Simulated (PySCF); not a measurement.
A structure optimised at B3LYP-D3(BJ)/def2-SVP, used in a PySCF frequency run:

```xyz
16

C     -1.0701    -1.9805     0.5040
Si    -0.8267    -0.1707     0.0894
N     -0.9438     0.7438     1.5524
Cl    -2.3062     0.3253    -1.3396
Si     1.2718     0.3111    -0.8309
Si     2.8199     0.1780     0.9340
H     -2.0539    -2.1377     0.9762
H     -1.0319    -2.5962    -0.4073
H     -0.2884    -2.3240     1.1997
H     -0.7318     1.7378     1.5388
H     -1.7092     0.5577     2.1967
H      1.2885     1.6852    -1.4185
H      1.6056    -0.6699    -1.9074
H      2.5730     1.2940     1.8941
H      4.2344     0.2601     0.4614
H      2.6352    -1.1175     1.6542
```
Charge 0, spin multiplicity 1.

Task: Write its SMILES and formula.

Result: C[Si@](N)(Cl)[SiH2][SiH3], CH10ClNSi3

Task: What are its rotational constants (standard atomic weights)?

Result: 2.3169, 0.76101, 0.69872 GHz
